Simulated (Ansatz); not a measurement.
System: BI, charge 1, multiplicity 2. 
Structure (B3LYP-D3(BJ)/def2-TZVP (Ansatz, a quantum-chemistry and plane-wave program) minimum search):
```xyz
2

B      0.0000     0.0000    -1.7972
I      0.0000     0.0000     0.1695
```
Charge +1, spin multiplicity 2.

Property: vertical electron affinity (to the singlet state of charge +0; a negative value means that the extra electron is unbound and the number depends on the basis; each state is the SCF solution reached for its spin; for the singlet the Hartree-Fock reference is unstable and T1 is 0.021), in eV. Cores are frozen in the correlated levels unless marked. UHF or UKS for open shells. Spin-orbit coupling is left out. Frozen are the shells of the preceding noble gas and the d and f shells that filled before the atom's block. In def2 rows, elements after Kr have scalar-relativistic effective core potentials. CBS marks a two-point X^-3 extrapolation of the correlation energy; Hartree-Fock from the larger set.

```
level                                 program  vertical electron affinity (eV)
------------------------------------  -------  -------------------------------
PBE/def2-TZVPD                         Ansatz                             8.75
r2SCAN/def2-TZVPD                      Ansatz                             8.65
BHLYP/def2-TZVPD                       Ansatz                             8.85
wB97X-V/def2-TZVPD                     Ansatz                             9.00
CCSD/def2-SVPD                         Ansatz                             8.77
CCSD/def2-QZVPPD                       Ansatz                             8.98
CCSD/CBS(def2-TZVPPD,def2-QZVPPD)      Ansatz                             9.04
CCSD(T)/def2-TZVPPD                    Ansatz                             8.90
CCSD(T)/def2-QZVPPD                    Ansatz                             8.99
CCSD(T)/CBS(def2-TZVPPD,def2-QZVPPD)   Ansatz                             9.06
```
